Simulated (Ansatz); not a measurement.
Geometry optimisation of In₈P₇F₃⁻.

```yaml
crystal:
  periodic: [false, false, false]
  atoms:
    - {symbol: P, position_ang: [-0.963832, -1.653598, 1.631824]}
    - {symbol: P, position_ang: [-2.335925, 1.128629, -0.240887]}
    - {symbol: P, position_ang: [-0.575760, -1.762328, -2.050003]}
    - {symbol: P, position_ang: [-0.892381, -0.530385, -0.289197]}
    - {symbol: P, position_ang: [3.372794, -0.654548, -0.448608]}
    - {symbol: P, position_ang: [0.589544, 1.987386, -3.156168]}
    - {symbol: P, position_ang: [0.976067, 3.051835, 1.416885]}
    - {symbol: In, position_ang: [-2.067121, -3.762733, -0.516872]}
    - {symbol: In, position_ang: [-4.054401, -0.816663, 1.104584]}
    - {symbol: In, position_ang: [1.558170, -1.758831, 0.977328]}
    - {symbol: In, position_ang: [-1.903596, 0.565636, -3.114011]}
    - {symbol: In, position_ang: [1.502979, -0.109636, -2.094743]}
    - {symbol: In, position_ang: [-0.519967, 1.038339, 2.212411]}
    - {symbol: In, position_ang: [2.904941, 1.371944, 1.132628]}
    - {symbol: In, position_ang: [-0.059006, 2.498394, -0.809056]}
    - {symbol: F, position_ang: [-3.769135, -2.311437, -0.498752]}
    - {symbol: F, position_ang: [1.737728, -0.060979, 2.477327]}
    - {symbol: F, position_ang: [4.498901, 1.778994, 2.265308]}
basis:
  gaussian: {orbitals: def2-SVP}
total_charge: -1
magnetization: {spin_polarized: true, initial_magnetization: 1}
hamiltonian: {xc: pbe, dispersion: d4}
scf: {lower_state_search: "off"}
output: {orbitals: {seedname: orbitals}}
relax: {f_tol: 0.03, max_steps: 70}
```

```sh
$ ansatz run in.yaml --threads 2 --pin off --events-out ev --progress --plain --max-ram 32768MiB --backend cuda --devices 0, --max-vram 18GiB
```

Output, abridged:

```
Functional definition: PBE
mean field -114516.78578451 eV, -4208.4142553154 hartree, gradient 9.0e-6 eV, S^2 0.755958; 0 other end points of the search recorded, 0 dependent functions left out
relax step   1: F+E_penalty+E_count = -114519.10990262 eV  Δ(F+E_penalty+E_count) = +0.000e0 eV  max|allowed force component| = 7.553e-1 eV/Å  Δτ_max = 0.0000 Å  (32 SCF iters, accepted)
mean field -114517.02188218 eV, -4208.4229317446 hartree, gradient 3.8e-6 eV, S^2 0.755573; 0 other end points of the search recorded, 0 dependent functions left out
relax step   2: F+E_penalty+E_count = -114519.29283892 eV  Δ(F+E_penalty+E_count) = -1.829e-1 eV  max|allowed force component| = 2.857e-1 eV/Å  Δτ_max = 0.1949 Å  (36 SCF iters, accepted)
mean field -114517.03986309 eV, -4208.4235925312 hartree, gradient 1.7e-6 eV, S^2 0.755493; 0 other end points of the search recorded, 0 dependent functions left out
relax step   3: F+E_penalty+E_count = -114519.32750035 eV  Δ(F+E_penalty+E_count) = -3.466e-2 eV  max|allowed force component| = 2.469e-1 eV/Å  Δτ_max = 0.0793 Å  (34 SCF iters, accepted)
mean field -114517.05244319 eV, -4208.4240548413 hartree, gradient 2.1e-6 eV, S^2 0.755848; 0 other end points of the search recorded, 0 dependent functions left out
relax step   4: F+E_penalty+E_count = -114519.34230644 eV  Δ(F+E_penalty+E_count) = -1.481e-2 eV  max|allowed force component| = 1.242e-1 eV/Å  Δτ_max = 0.0449 Å  (30 SCF iters, accepted)
mean field -114517.06432207 eV, -4208.4244913820 hartree, gradient 2.1e-6 eV, S^2 0.756220; 0 other end points of the search recorded, 0 dependent functions left out
relax step   5: F+E_penalty+E_count = -114519.35260195 eV  Δ(F+E_penalty+E_count) = -1.030e-2 eV  max|allowed force component| = 9.532e-2 eV/Å  Δτ_max = 0.0380 Å  (30 SCF iters, accepted)
mean field -114517.06734579 eV, -4208.4246025017 hartree, gradient 2.5e-6 eV, S^2 0.757577; 0 other end points of the search recorded, 0 dependent functions left out
relax step   6: F+E_penalty+E_count = -114519.34442634 eV  Δ(F+E_penalty+E_count) = +8.176e-3 eV  max|allowed force component| = 1.366e-1 eV/Å  Δτ_max = 0.1661 Å  (37 SCF iters, rejected (line search))
mean field -114517.08310530 eV, -4208.4251816528 hartree, gradient 1.9e-6 eV, S^2 0.756329; 0 other end points of the search recorded, 0 dependent functions left out
relax step   7: F+E_penalty+E_count = -114519.36792791 eV  Δ(F+E_penalty+E_count) = -1.533e-2 eV  max|allowed force component| = 4.842e-2 eV/Å  Δτ_max = 0.0831 Å  (33 SCF iters, accepted)
mean field -114517.09073067 eV, -4208.4254618799 hartree, gradient 1.7e-6 eV, S^2 0.757072; 0 other end points of the search recorded, 0 dependent functions left out
relax step   8: F+E_penalty+E_count = -114519.36844558 eV  Δ(F+E_penalty+E_count) = -5.177e-4 eV  max|allowed force component| = 7.584e-2 eV/Å  Δτ_max = 0.1000 Å  (33 SCF iters, accepted)
mean field -114517.08136049 eV, -4208.4251175324 hartree, gradient 2.8e-6 eV, S^2 0.756462; 0 other end points of the search recorded, 0 dependent functions left out
relax step   9: F+E_penalty+E_count = -114519.34753710 eV  Δ(F+E_penalty+E_count) = +2.091e-2 eV  max|allowed force component| = 1.977e-1 eV/Å  Δτ_max = 0.1500 Å  (33 SCF iters, rejected (line search))
mean field -114517.09638437 eV, -4208.4256696498 hartree, gradient 7.9e-6 eV, S^2 0.756386; 0 other end points of the search recorded, 0 dependent functions left out
relax step  10: F+E_penalty+E_count = -114519.37400651 eV  Δ(F+E_penalty+E_count) = -5.561e-3 eV  max|allowed force component| = 1.254e-1 eV/Å  Δτ_max = 0.0492 Å  (28 SCF iters, accepted)
mean field -114517.10264792 eV, -4208.4258998309 hartree, gradient 7.3e-6 eV, S^2 0.756009; 0 other end points of the search recorded, 0 dependent functions left out
relax step  11: F+E_penalty+E_count = -114519.37453296 eV  Δ(F+E_penalty+E_count) = -5.265e-4 eV  max|allowed force component| = 1.770e-1 eV/Å  Δτ_max = 0.0654 Å  (27 SCF iters, accepted)
mean field -114517.10494426 eV, -4208.4259842199 hartree, gradient 2.7e-6 eV, S^2 0.756193; 0 other end points of the search recorded, 0 dependent functions left out
relax step  12: F+E_penalty+E_count = -114519.37935608 eV  Δ(F+E_penalty+E_count) = -4.823e-3 eV  max|allowed force component| = 6.423e-2 eV/Å  Δτ_max = 0.0290 Å  (28 SCF iters, accepted)
mean field -114517.11166838 eV, -4208.4262313268 hartree, gradient 2.1e-6 eV, S^2 0.755523; 0 other end points of the search recorded, 0 dependent functions left out
relax step  13: F+E_penalty+E_count = -114519.39483005 eV  Δ(F+E_penalty+E_count) = -1.547e-2 eV  max|allowed force component| = 3.458e-1 eV/Å  Δτ_max = 0.0770 Å  (32 SCF iters, accepted)
mean field -114517.07839537 eV, -4208.4250085663 hartree, gradient 4.5e-6 eV, S^2 0.754242; 0 other end points of the search recorded, 0 dependent functions left out
relax step  14: F+E_penalty+E_count = -114519.37751132 eV  Δ(F+E_penalty+E_count) = +1.732e-2 eV  max|allowed force component| = 2.644e-1 eV/Å  Δτ_max = 0.1965 Å  (32 SCF iters, rejected (line search))
mean field -114517.11310896 eV, -4208.4262842670 hartree, gradient 2.9e-6 eV, S^2 0.755079; 0 other end points of the search recorded, 0 dependent functions left out
relax step  15: F+E_penalty+E_count = -114519.42078307 eV  Δ(F+E_penalty+E_count) = -2.595e-2 eV  max|allowed force component| = 9.425e-2 eV/Å  Δτ_max = 0.0955 Å  (32 SCF iters, accepted)
mean field -114517.11497700 eV, -4208.4263529162 hartree, gradient 2.1e-6 eV, S^2 0.755031; 0 other end points of the search recorded, 0 dependent functions left out
relax step  16: F+E_penalty+E_count = -114519.42370339 eV  Δ(F+E_penalty+E_count) = -2.920e-3 eV  max|allowed force component| = 7.499e-2 eV/Å  Δτ_max = 0.0177 Å  (27 SCF iters, accepted)
mean field -114517.09570948 eV, -4208.4256448480 hartree, gradient 1.9e-6 eV, S^2 0.754542; 0 other end points of the search recorded, 0 dependent functions left out
relax step  17: F+E_penalty+E_count = -114519.41572716 eV  Δ(F+E_penalty+E_count) = +7.976e-3 eV  max|allowed force component| = 1.757e-1 eV/Å  Δτ_max = 0.1436 Å  (32 SCF iters, rejected (line search))
mean field -114517.11749595 eV, -4208.4264454858 hartree, gradient 3.4e-6 eV, S^2 0.754848; 0 other end points of the search recorded, 0 dependent functions left out
relax step  18: F+E_penalty+E_count = -114519.42968329 eV  Δ(F+E_penalty+E_count) = -5.980e-3 eV  max|allowed force component| = 3.036e-2 eV/Å  Δτ_max = 0.0545 Å  (27 SCF iters, accepted)
mean field -114517.11005794 eV, -4208.4261721444 hartree, gradient 6.7e-6 eV, S^2 0.754332; 0 other end points of the search recorded, 0 dependent functions left out
relax step  19: F+E_penalty+E_count = -114519.42554878 eV  Δ(F+E_penalty+E_count) = +4.135e-3 eV  max|allowed force component| = 1.851e-1 eV/Å  Δτ_max = 0.0750 Å  (26 SCF iters, rejected (line search))
mean field -114517.11725200 eV, -4208.4264365212 hartree, gradient 2.7e-6 eV, S^2 0.754611; 0 other end points of the search recorded, 0 dependent functions left out
relax step  20: F+E_penalty+E_count = -114519.43127450 eV  Δ(F+E_penalty+E_count) = -1.591e-3 eV  max|allowed force component| = 2.034e-2 eV/Å  Δτ_max = 0.0338 Å  (26 SCF iters, accepted)
Total energy: -114519.43134301 eV, -4208.5114777973 hartree
Atom 0 at    -0.974989    -2.032293     1.303045 Å, force    -0.006784     0.009436    -0.020339 eV/Å
Atom 1 at    -2.292894     1.024169    -0.410462 Å, force     0.006160    -0.010879     0.005743 eV/Å
Atom 2 at    -0.658400    -1.724529    -2.333200 Å, force     0.001400    -0.003587     0.002589 eV/Å
Atom 3 at    -0.875881    -0.661054    -0.415078 Å, force    -0.006654    -0.010105     0.016370 eV/Å
Atom 4 at     3.325038    -0.684861    -0.364431 Å, force    -0.003387     0.000556     0.001472 eV/Å
Atom 5 at     0.604068     1.976823    -3.113983 Å, force     0.007921     0.002071     0.008876 eV/Å
Atom 6 at     1.079273     3.223960     1.338867 Å, force    -0.004186    -0.011917     0.003849 eV/Å
Atom 7 at    -2.174875    -3.830382    -0.752982 Å, force    -0.003664     0.008645    -0.000293 eV/Å
Atom 8 at    -3.834066    -0.763055     1.345210 Å, force     0.006213     0.011142     0.003730 eV/Å
Atom 9 at     1.524575    -1.642070     1.156497 Å, force     0.007890     0.007194    -0.003459 eV/Å
Atom 10 at    -1.806969     0.647074    -3.174723 Å, force    -0.005506    -0.003392    -0.005457 eV/Å
Atom 11 at     1.495872    -0.204849    -2.110637 Å, force    -0.004068     0.001680    -0.000722 eV/Å
Atom 12 at    -0.617304     1.304460     2.573986 Å, force     0.009974    -0.002702    -0.007866 eV/Å
Atom 13 at     2.850061     1.435556     1.126460 Å, force    -0.006352     0.002869    -0.006096 eV/Å
Atom 14 at    -0.043149     2.438933    -0.726798 Å, force     0.003892     0.005248    -0.006026 eV/Å
Atom 15 at    -3.791298    -2.343942    -0.230061 Å, force     0.005591    -0.007927    -0.000999 eV/Å
Atom 16 at     1.676035     0.072544     2.572575 Å, force    -0.011647    -0.000977     0.010008 eV/Å
Atom 17 at     4.514903     1.763536     2.215711 Å, force     0.003205     0.002644    -0.001382 eV/Å
Dipole moment:    -0.970961    -0.646060    -0.154407 e Å
Checks for a lower state left out: stability, starts, cluster_reference, orbital_swaps, neighbouring_geometries, increment
```

Hardware: 2 threads of AMD EPYC 7R13 on a shared host and a share (18 GiB) of an NVIDIA H100 80GB HBM3. Wall time 2.2 min, peak host memory 1.1 GiB.

In the def2 sets In takes a core potential; there is no spin–orbit coupling.
